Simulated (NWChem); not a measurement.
System: C₆H₉O, doublet; SMILES O=C1CC[CH]CC1

NWChem input:

```
start job
memory heap 200 mb stack 900 mb global 1100 mb
geometry units angstroms noautosym nocenter noautoz
  O      0.000000     0.000000     2.339703
  C      0.000000     0.000000     1.132856
  C      0.311553     1.246776     0.327083
  C     -0.316741     1.249939    -1.066929
  C      0.000000     0.000000    -1.815776
  C      0.316741    -1.249939    -1.066929
  C     -0.311553    -1.246776     0.327083
  H      0.029971     2.122311     0.930109
  H      1.413173     1.275361     0.231466
  H      0.015019     2.137847    -1.630789
  H     -1.416421     1.376053    -0.964585
  H      0.000000     0.000000    -2.908803
  H     -0.015019    -2.137847    -1.630789
  H      1.416421    -1.376053    -0.964585
  H     -0.029971    -2.122311     0.930109
  H     -1.413173    -1.275361     0.231466
end
basis spherical
  O library 6-31g*
  C library 6-31g*
  H library 6-31g*
end
dft
  odft
  mult 2
  xc m06-2x
  iterations 150
end
cosmo
  dielec 2.4
end
task dft energy
```

NWChem printed, in part:

```
             Northwest Computational Chemistry Package (NWChem) 7.3.0
             --------------------------------------------------------

                             Geometry "geometry" -> ""
                             -------------------------

 Output coordinates in angstroms (scale by  1.889725989 to convert to a.u.)

  No.       Tag          Charge          X              Y              Z
 ---- ---------------- ---------- -------------- -------------- --------------
    1 O                    8.0000     0.00000000     0.00000000     2.33970300
    2 C                    6.0000     0.00000000     0.00000000     1.13285600
    3 C                    6.0000     0.31155300     1.24677600     0.32708300
    4 C                    6.0000    -0.31674100     1.24993900    -1.06692900
    5 C                    6.0000     0.00000000     0.00000000    -1.81577600
    6 C                    6.0000     0.31674100    -1.24993900    -1.06692900
    7 C                    6.0000    -0.31155300    -1.24677600     0.32708300
    8 H                    1.0000     0.02997100     2.12231100     0.93010900
    9 H                    1.0000     1.41317300     1.27536100     0.23146600
   10 H                    1.0000     0.01501900     2.13784700    -1.63078900
   11 H                    1.0000    -1.41642100     1.37605300    -0.96458500
   12 H                    1.0000     0.00000000     0.00000000    -2.90880300
   13 H                    1.0000    -0.01501900    -2.13784700    -1.63078900
   14 H                    1.0000     1.41642100    -1.37605300    -0.96458500
   15 H                    1.0000    -0.02997100    -2.12231100     0.93010900
   16 H                    1.0000    -1.41317300    -1.27536100     0.23146600

 Effective nuclear repulsion energy (a.u.)     298.4022642738

                                 NWChem DFT Module
                                 -----------------

 Summary of "ao basis" -> "ao basis" (spherical)
 ------------------------------------------------------------------------------
       Tag                 Description            Shells   Functions and Types
 ---------------- ------------------------------  ------  ---------------------
 O                           6-31g*                  6       14   3s2p1d
 C                           6-31g*                  6       14   3s2p1d
 H                           6-31g*                  2        2   2s

 in cosmo_initialize ...

[...]

                                   COSMO solvation results
                                   -----------------------

                 gas phase energy =      -309.071771034831
                 sol phase energy =      -309.076605526608
 (electrostatic) solvation energy =         0.004834491777 (    3.03 kcal/mol)

                    DFT Final Alpha Molecular Orbital Analysis
                    ------------------------------------------

 Vector   25  Occ=1.000000D+00  E=-3.909695D-01
              MO Center=  1.2D-09,  2.3D-09,  5.1D-01, r^2= 4.4D+00
   Bfn.  Coefficient  Atom+Function         Bfn.  Coefficient  Atom+Function
  ----- ------------  ---------------      ----- ------------  ---------------
     3      0.311776   1 O  px                7      0.220596   1 O  px
    60      0.209773   5 C  py               31     -0.167884   3 C  px
    87     -0.167884   7 C  px                4     -0.153156   1 O  py
    46     -0.140225   4 C  py               74     -0.140225   6 C  py
    17      0.124895   2 C  px              101     -0.118439   9 H  s

 Vector   26  Occ=1.000000D+00  E=-3.098692D-01
              MO Center=  2.8D-10,  6.4D-11,  1.4D+00, r^2= 2.7D+00
   Bfn.  Coefficient  Atom+Function         Bfn.  Coefficient  Atom+Function
  ----- ------------  ---------------      ----- ------------  ---------------
     4      0.494724   1 O  py                8      0.380434   1 O  py
    34     -0.216443   3 C  s                90      0.216443   7 C  s
    18     -0.206326   2 C  py               32      0.198996   3 C  py
    88      0.198996   7 C  py               33     -0.150735   3 C  pz
    89      0.150735   7 C  pz               36      0.141391   3 C  py

 Vector   27  Occ=1.000000D+00  E=-2.351587D-01
              MO Center=  1.3D-09, -1.3D-09, -1.6D+00, r^2= 2.2D+00
   Bfn.  Coefficient  Atom+Function         Bfn.  Coefficient  Atom+Function
  ----- ------------  ---------------      ----- ------------  ---------------
    59      0.536204   5 C  px               63      0.507744   5 C  px
   106      0.201843  11 H  s               112     -0.201843  14 H  s
    64      0.147140   5 C  py               60      0.143865   5 C  py
   105      0.134443  11 H  s               111     -0.134443  14 H  s
   104     -0.116290  10 H  s               110      0.116290  13 H  s

 Vector   28  Occ=0.000000D+00  E= 3.548667D-02
              MO Center=  7.3D-11,  1.4D-09,  1.2D+00, r^2= 2.5D+00
   Bfn.  Coefficient  Atom+Function         Bfn.  Coefficient  Atom+Function
  ----- ------------  ---------------      ----- ------------  ---------------
    21      0.491334   2 C  px               17      0.473553   2 C  px
     7     -0.421705   1 O  px                3     -0.367767   1 O  px
   102     -0.341113   9 H  s               116      0.341113  16 H  s
   100      0.246722   8 H  s               114     -0.246722  15 H  s
    22     -0.182667   2 C  py              104     -0.172438  10 H  s

 Vector   29  Occ=0.000000D+00  E= 1.258995D-01
              MO Center=  1.4D-08,  2.3D-08, -4.8D-01, r^2= 7.2D+00
   Bfn.  Coefficient  Atom+Function         Bfn.  Coefficient  Atom+Function
  ----- ------------  ---------------      ----- ------------  ---------------
    48      1.013116   4 C  s                76      1.013116   6 C  s
    34      0.963021   3 C  s                90      0.963021   7 C  s
   102     -0.689895   9 H  s               116     -0.689895  16 H  s
   104     -0.662734  10 H  s               110     -0.662733  13 H  s
   106     -0.620203  11 H  s               112     -0.620203  14 H  s

[...]
```

Level: M06-2X/6-31G* (spherical d), spin-unrestricted, COSMO on the gas-phase geometry. In the optimisation the excess spin sits in b (C2, its own frame). All runs use the structure optimised with PBE0/def2-SVP, spin-unrestricted. Not confirmed as a minimum by frequencies. No stability test was run on the SCF state. COSMO prints the solvation energy as gas minus solution, so a positive value is a stabilisation.
